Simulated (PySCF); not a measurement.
# Reading the logs of faulty runs: GeH6N2Si

All numbers below are calculated, not measured. The program is PySCF 2.14.0, an open-source quantum chemistry code, run on an isolated molecule that a program drew, which may never have been made. The molecule is GeH6N2Si (charge 0, singlet), drawn as the SMILES string `[NH2][GeH]=[N][SiH3]`.

Each row is a Hartree-Fock (HF) and frozen-core CCSD(T) single point in the cc-pV(D+d)Z basis, meant for a local HF minimum. Run 1 is clean. Each other run has one planted mistake out of seven kinds, and not every kind appears here: one electron removed, one electron added, multiplicity raised by two, geometry at a saddle point, minimal basis STO-3G, one bond length entered in bohr, all coordinates scaled. The reference is restricted for singlets and unrestricted otherwise, and also for a bond in bohr. Adding or removing an electron swaps singlet and doublet. Electrons count all cores. HOMO and LUMO are orbital energies over both spins, the gradient is its largest component, and the lowest frequency (negative if imaginary) is given only where the gradient is small. Bond lengths are over the 9 bonds as drawn. T1 is the CCSD diagnostic: over 0.02 (restricted) or 0.045 (unrestricted) a single reference is doubtful. Germanium has the cc-pVDZ-PP basis, with a core potential (ECP10MDF) in place of its 10 inner electrons, and its 3s, 3p and 3d shells are frozen in CCSD(T).

Geometry of the clean run:
```xyz
10
GeH6N2Si, angstrom
N     1.1705    1.7783    0.5404
Ge   -0.3032    1.4622   -0.4041
N    -0.7501    0.0555   -1.1797
Si   -0.0545   -1.4834   -1.3633
H     1.3638    2.6574    0.9774
H     1.8822    1.0885    0.6826
H    -1.1465    2.7216   -0.4072
H    -0.9373   -2.5440   -0.8120
H     1.2682   -1.6448   -0.6811
H     0.1761   -1.8041   -2.7958
```

| run | electrons | basis functions | <S^2> | HOMO (eV) | LUMO (eV) | gradient (hartree/bohr) | lowest frequency (cm^-1) | mean bond (Å) | longest bond (Å) | T1 | HF (hartree) | CCSD(T) (hartree) | mistake |
|---|---|---|---|---|---|---|---|---|---|---|---|---|---|
| 1 | 66 | 104 | 0.000 | -9.63 | 2.32 | 1.2e-05 | 60 | 1.4590 | 1.779 | 0.0170 | -694.69368 | -695.28889 | no fault |
| 2 | 65 | 104 | 0.769 | -16.39 | -6.33 | 1.0e-01 | - | 1.4590 | 1.779 | 0.0323 | -694.41488 | -694.96933 | one electron removed |
| 3 | 66 | 104 | 0.783 | -7.55 | 1.90 | 1.3e-02 | - | 1.6059 | 2.808 | 0.0482 | -694.58149 | -695.16974 | one bond length entered in bohr |
| 4 | 66 | 104 | 2.029 | -5.29 | 0.14 | 1.4e-01 | - | 1.4590 | 1.779 | 0.0261 | -694.58098 | -695.13747 | multiplicity raised by two |
| 5 | 66 | 104 | 0.000 | -9.28 | 1.67 | 5.9e-02 | - | 1.5903 | 1.939 | 0.0231 | -694.62077 | -695.24385 | ? |
| 6 | 67 | 104 | 0.767 | 0.88 | 8.26 | 8.8e-02 | - | 1.4590 | 1.779 | 0.0159 | -694.63395 | -695.23630 | ? |

**Which mistake was planted in run 5, and what did it cost?**

The mean and the longest bond both change by the same factor, 1.090, and the gradient is no longer small. So the mistake is: all coordinates scaled. Subtracting run 1 and multiplying by 627.51 kcal/mol a hartree, the energy moved by 45.8 kcal/mol in HF and 28.3 kcal/mol in CCSD(T).

**Which mistake was planted in run 6, and what did it cost?**

It counts 67 electrons, one more than the clean run, at the same geometry and basis. So the mistake is: one electron added. Subtracting run 1 and multiplying by 627.51 kcal/mol a hartree, the energy moved by 37.5 kcal/mol in HF and 33.0 kcal/mol in CCSD(T).

Cautions from the logs. Run 3: T1 is over the limit, so its CCSD(T) energy is less reliable; run 5: T1 is over the limit, so its CCSD(T) energy is less reliable; run 6: the HOMO is above zero, so the electron isn't bound and the energy depends on the basis.
